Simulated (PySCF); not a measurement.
Isomers of C4H8O3Si2, one GFN2-xTB conformer each. Single-point energies are computed at PBE0/pcSseg-1 (PySCF, gas phase, no added dispersion term), electronic only.

Task: Rank them by PBE0/pcSseg-1 energy, lowest first (kcal/mol).
A. `[O:1]=[C:2]=[C:3]([CH:4]=[O:5])[C@@H:6]([SiH3:7])[O:8][SiH3:9]` with C2–C3–C4–O5 178°, C2–C3–C6–Si7 -106°, C3–C6–O8–Si9 129°
B. `[CH:1]#[C:2][Si:3]([OH:4])([OH:5])[O:6][SiH2:7][CH:8]=[CH2:9]` with C2–Si3–O4–H -69°, C2–Si3–O5–H -87°, C2–Si3–O6–Si7 -114°, Si3–O6–Si7–C8 165°, O6–Si7–C8–C9 171°
C. `[CH2:1]=[CH:2][C@@H:3]1[SiH2:4][O:5][SiH2:6][O:7][C:8]1=[O:9]` with C1–C2–C3–Si4 -96°, C2–C3–Si4–O5 -170°, C3–Si4–O5–Si6 13°, Si4–O5–Si6–O7 5°, O5–Si6–O7–C8 13°

Result: C (0.0), B (4.4), A (88.4).

As drawn, the lowest has a C(=O)–O unit, which the highest lacks; the highest has cumulated double bonds, which the lowest lacks. GFN2-xTB itself gives, in the same order: 0.0, 41.0, 89.6. Both levels put the same isomer lowest; measured from each level's own lowest isomer, the values differ by up to 36.6 kcal/mol (C#C[Si](O)(O)O[SiH2]C=C: 41.0 against 4.4).

Task: Which frontier levels, dipoles and rotational constants go with these structures?

Result: 
| SMILES | HOMO (eV, PBE0/pcSseg-1) | LUMO (eV) | dipole (D) | A, B, C (MHz) |
| --- | --- | --- | --- | --- |
| C=C[C@@H]1[SiH2]O[SiH2]OC1=O | -7.52 | -0.64 | 3.01 | 1977, 971.5, 746.6 |
| C#C[Si](O)(O)O[SiH2]C=C | -7.89 | -0.36 | 1.24 | 1913, 610.5, 541.0 |
| O=C=C(C=O)[C@@H]([SiH3])O[SiH3] | -7.26 | -1.87 | 1.26 | 1249, 877.1, 658.2 |
